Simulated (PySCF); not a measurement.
# Ionisation energy of Ca⁺ by level of theory

Ca⁺ [Ar] 4s1 (2S) → Ca²⁺ [Ar] (1S), as a difference of total energies. Computed with PySCF 2.14 in aug-cc-pwCVTZ-X2C with one added diffuse shell each of s, p, d, f type (10s9p7d4f, 100 functions), with the spin-free X2C one-electron Hamiltonian (Gaussian nucleus). Correlated levels: nothing frozen. The calculations carry no spin-orbit coupling.

```
                 method  ionisation energy (eV)  error (eV)
                    UHF                  11.357      -0.515
    MP2 (all electrons)                  11.834      -0.038
SCS-MP2 (all electrons)                  11.740      -0.132
   CCSD (all electrons)                  11.803      -0.069
CCSD(T) (all electrons)                  11.835      -0.037
```

Reference: 11.872 eV (measured; NIST Atomic Spectra Database, ionization energies).

Errors of the correlated levels include the incompleteness of this basis.
